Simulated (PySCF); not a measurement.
**Field gradients at the hydrogen positions**

C7H5F.
Structure used (GFN2-xTB), in Å, numbered top down from 1:
```xyz
13
C7H5F angstrom
F     -0.373    2.755    0.187
C     -0.319    1.408    0.101
C     -1.511    0.658    0.113
C     -1.496   -0.720    0.028
C     -0.303   -1.466   -0.076
C      0.809   -0.692   -0.085
C      0.818    0.687    0.000
C      2.130   -0.012   -0.107
H     -2.446    1.190    0.194
H     -2.437   -1.248    0.042
H     -0.317   -2.542   -0.141
H      2.676    0.046   -1.042
H      2.764   -0.064    0.770
```

Level: B3LYP/pcJ-1 (PySCF, non-relativistic); Q(2H) = 0.00286 b; rigid geometry, the same for H and D, with no vibrational averaging.

Problem. Give the electric field gradient Vzz (the principal value of largest size), its asymmetry and the 2H coupling at each hydrogen.

Solution. 
| atom | bonded to | bond length (Å) | Vzz (au) | η | χzz (kHz) |
| --- | --- | --- | --- | --- | --- |
| H9 | C3 | 1.079 | 0.3184 | 0.08 | 214 |
| H10 | C4 | 1.080 | 0.3169 | 0.08 | 213 |
| H11 | C5 | 1.078 | 0.3205 | 0.07 | 215 |
| H12 | C8 | 1.084 | 0.3067 | 0.06 | 206 |
| H13 | C8 | 1.084 | 0.3066 | 0.06 | 206 |

Problem. Give the 2H NMR doublet splittings at H13 for a magnetic field along the z, y and x axes of the gradient: 3χ/2, 3χ(1 + η)/4, 3χ(1 − η)/4.

Solution. With |χ| = 206.1 kHz and η = 0.055: 309, 163 and 146 kHz, to first order and without motion.

Geometry: GFN2-xTB; no solvent, vibrations or thermal averaging. GFN2-xTB bond lengths can be off by several hundredths of an ångström, more for odd bonds, and the gradients follow them. A larger basis could move these couplings by a tenth or more.

These values come from a run that also computed spin–spin couplings. Hardware: Arm Neoverse V2, one thread (shared host). Cost: 42 s wall.
